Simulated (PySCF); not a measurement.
H₃Cl₃OSiTi, charge -1, doublet, geometry from GFN2-xTB (such geometries of metal compounds can be far from the true shape) (the multiplicity is a formal guess) (in this run its highest filled SCF level lies above zero, so its values depend strongly on the basis, on diffuse functions most of all); B3LYP/STO-3G in PySCF.

PySCF was given this input:
```python
from pyscf import gto, scf, dft

mol = gto.Mole()
mol.atom = '''
    Ti   -0.110697    0.321793    0.061285
    Cl   -0.704785    2.384990    0.561271
    Cl    0.454712   -0.478826    2.045161
    Cl   -1.993504   -0.510313   -0.755867
    O     1.176906   -0.211248   -1.064783
    Si    1.794324   -1.634896   -1.405891
    H     2.928792   -1.925222   -0.502336
    H     2.298550   -1.564404   -2.794222
    H     0.813010   -2.740766   -1.310583
'''
mol.basis = 'sto-3g'
mol.charge = -1
mol.spin = 1
mol.verbose = 4
mol.build()

mf = dft.UKS(mol)
mf.xc = 'b3lyp'
mf.kernel()
```

Question: What does PySCF print? Leave out banner, timings and long lists.

Answer: 
```
PySCF version 2.14.0

[INPUT] verbose = 4
[INPUT] num. atoms = 9
[INPUT] num. electrons = 99
[INPUT] charge = -1
[INPUT] spin (= nelec alpha-beta = 2S) = 1
[INPUT] symmetry False subgroup None
[INPUT] Mole.unit = angstrom
[INPUT] Symbol           X                Y                Z      unit          X                Y                Z       unit  Magmom
[INPUT]  1 Ti    -0.110697000000   0.321793000000   0.061285000000 AA   -0.209187012811   0.608100638802   0.115811865544 Bohr   0.0
[INPUT]  2 Cl    -0.704785000000   2.384990000000   0.561271000000 AA   -1.331850626702   4.506977909826   1.060648471661 Bohr   0.0
[INPUT]  3 Cl     0.454712000000  -0.478826000000   2.045161000000 AA    0.859281145553  -0.904850001321   3.864794170642 Bohr   0.0
[INPUT]  4 Cl    -1.993504000000  -0.510313000000  -0.755867000000 AA   -3.767176588225  -0.964351807805  -1.428381616597 Bohr   0.0
[INPUT]  5 O      1.176906000000  -0.211248000000  -1.064783000000 AA    2.224030014357  -0.399200864362  -2.012148252093 Bohr   0.0
[INPUT]  6 Si     1.794324000000  -1.634896000000  -1.405891000000 AA    3.390780938734  -3.089505682147  -2.656748950991 Bohr   0.0
[INPUT]  7 H      2.928792000000  -1.925222000000  -0.502336000000 AA    5.534614755817  -3.638142308987  -0.949277462510 Bohr   0.0
[INPUT]  8 H      2.298550000000  -1.564404000000  -2.794222000000 AA    4.343629983619  -2.956295108174  -5.280314311234 Bohr   0.0
[INPUT]  9 H      0.813010000000  -2.740766000000  -1.310583000000 AA    1.536366236533  -5.179297111520  -2.476642933511 Bohr   0.0

nuclear repulsion = 741.101308200757
number of shells = 34
number of NR pGTOs = 186
number of NR cGTOs = 62
basis = sto-3g
ecp = {}

******** <class 'pyscf.dft.uks.UKS'> ********
method = UKS
initial guess = minao
damping factor = 0
level_shift factor = 0
DIIS = <class 'pyscf.scf.diis.CDIIS'>
diis_start_cycle = 1
diis_space = 8
diis_damp = 0
SCF conv_tol = 1e-09
SCF conv_tol_grad = None
SCF max_cycles = 50
direct_scf = True
direct_scf_tol = 1e-13
number electrons alpha = 50  beta = 49
XC library pyscf.dft.libxc version 7.1.2
    S. Lehtola, C. Steigemann, M. J. T. Oliveira, and M. A. L. Marques,  SoftwareX 7, 1–5 (2018)
XC functionals = b3lyp
    P. J. Stephens, F. J. Devlin, C. F. Chabalowski, and M. J. Frisch,  J. Phys. Chem. 98, 11623 (1994)
radial grids:
    Treutler-Ahlrichs [JCP 102, 346 (1995); DOI:10.1063/1.469408] (M4) radial grids

becke partition: Becke, JCP 88, 2547 (1988); DOI:10.1063/1.454033
pruning grids: <function nwchem_prune>
grids dens level: 3
symmetrized grids: False
atomic radii adjust function: <function treutler_atomic_radii_adjust>
small_rho_cutoff = 0
Set gradient conv threshold to 3.16228e-05
tot grids = 140232
init E= -2567.20435039347

cycle= 1 E= -2568.53566265383  delta_E= -1.33  |g|= 0.483  |ddm|= 2.83
cycle= 2 E= -2567.84500255017  delta_E= 0.691  |g|= 1.35  |ddm|= 1.91
cycle= 3 E= -2568.7001722275  delta_E= -0.855  |g|= 0.0762  |ddm|= 1.26
cycle= 4 E= -2568.7036124195  delta_E= -0.00344  |g|= 0.03  |ddm|= 0.161
cycle= 5 E= -2568.70424295182  delta_E= -0.000631  |g|= 0.00701  |ddm|= 0.0522
cycle= 6 E= -2568.70428723853  delta_E= -4.43e-05  |g|= 0.00133  |ddm|= 0.0163
cycle= 7 E= -2568.70429354067  delta_E= -6.3e-06  |g|= 0.000523  |ddm|= 0.00933
cycle= 8 E= -2568.70429669388  delta_E= -3.15e-06  |g|= 0.000284  |ddm|= 0.00995
cycle= 9 E= -2568.70429734264  delta_E= -6.49e-07  |g|= 8.05e-05  |ddm|= 0.00519
cycle= 10 E= -2568.70429741709  delta_E= -7.45e-08  |g|= 4.7e-05  |ddm|= 0.00135
cycle= 11 E= -2568.70429745013  delta_E= -3.3e-08  |g|= 2.64e-05  |ddm|= 0.00104
cycle= 12 E= -2568.70429746521  delta_E= -1.51e-08  |g|= 1.12e-05  |ddm|= 0.000925
cycle= 13 E= -2568.70429746809  delta_E= -2.88e-09  |g|= 7.79e-06  |ddm|= 0.000326
cycle= 14 E= -2568.70429746952  delta_E= -1.43e-09  |g|= 5.68e-06  |ddm|= 0.000228
cycle= 15 E= -2568.70429747066  delta_E= -1.14e-09  |g|= 1.7e-06  |ddm|= 0.000347
cycle= 16 E= -2568.70429747073  delta_E= -6.28e-11  |g|= 9.39e-07  |ddm|= 8.46e-05
Extra cycle  E= -2568.70429747074  delta_E= -1.27e-11  |g|= 1.02e-06  |ddm|= 5.71e-06
converged SCF energy = -2568.70429747074  <S^2> = 0.75128104  2S+1 = 2.0012806
```
